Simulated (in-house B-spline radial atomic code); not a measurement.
# Binding energies in Re⁴³⁺

NIST's tabulated ground configuration is [Ar] 3d10 4s2 4p2; each binding energy is the energy of the ion with one electron taken from that subshell, relaxed, less that of the parent. Method: Dirac-Hartree-Fock, average of configuration, Fermi nucleus of rms radius 5.3698 fm. Calculated with a B-spline radial code for spherical atoms. Energies include first-order Breit, QED and recoil terms.

```json
{"subshell": "1s", "X-ray name": "K", "binding energy (eV)": "73818.5", "-ε (eV)": "74239.4", "relaxation (eV)": "54.9"}
{"subshell": "2s", "X-ray name": "L1", "binding energy (eV)": "14651.2", "-ε (eV)": "14718.5", "relaxation (eV)": "21.1"}
{"subshell": "3s", "X-ray name": "M1", "binding energy (eV)": "4954.7", "-ε (eV)": "4968.9", "relaxation (eV)": "4.0"}
{"subshell": "3d3/2", "X-ray name": "M4", "binding energy (eV)": "3978.6", "-ε (eV)": "3988.1", "relaxation (eV)": "5.5"}
{"subshell": "3d5/2", "X-ray name": "M5", "binding energy (eV)": "3908.4", "-ε (eV)": "3916.4", "relaxation (eV)": "5.2"}
{"subshell": "4s", "X-ray name": "N1", "binding energy (eV)": "2341.6", "-ε (eV)": "2345.3", "relaxation (eV)": "0.4"}
{"subshell": "4p", "X-ray name": "N2,3", "binding energy (eV)": "2173", "-ε (eV)": "2175.6", "relaxation (eV)": "0.4"}
```

Relaxation = -ε minus the binding energy without Breit, QED and recoil terms.

Problem. What does it cost to remove both a 4s and a 4p electron?

Solution. 4568.9 eV, which is 54.31 eV more than the two single binding energies together.

Problem. What does it cost to remove two 3s electrons?

Solution. 10028 eV, which is 118.8 eV more than the two single binding energies together.

Problem. What does it cost to remove two 1s electrons?

Solution. 149130 eV, which is 1488 eV more than the two single binding energies together.
